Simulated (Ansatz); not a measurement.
Basis-set series for Cl2FGa, SMILES `[F][Ga]([Cl])[Cl]`. The species carries charge 0 and has multiplicity 1. Geometry: relaxed with PBE0-D4/def2-TZVP.

```tsv
functional	basis	functions	energy (Eh)	HOMO (eV)	LUMO (eV)
PBE0-D4	def2-TZVPP	163	-2944.67878	-9.73	-2.01
PBE0-D4	def2-QZVPP	286	-2944.75515	-9.76	-2.11
ωB97M-V	def2-TZVPP	163	-2945.15765	-12.00	-0.03
ωB97M-V	def2-QZVPP	286	-2945.23074	-12.05	-0.25
```

**Question.** Give the rows for def2-SVP. (An estimate is asked.)

**Answer.** Ansatz gave: 
```
functional     basis  functions  energy (Eh)  HOMO (eV)  LUMO (eV)
   PBE0-D4  def2-SVP         82  -2943.98840      -9.59      -1.88
   ωB97M-V  def2-SVP         82  -2944.47050     -11.80       0.16
```

Scalar relativity is left out up to krypton.
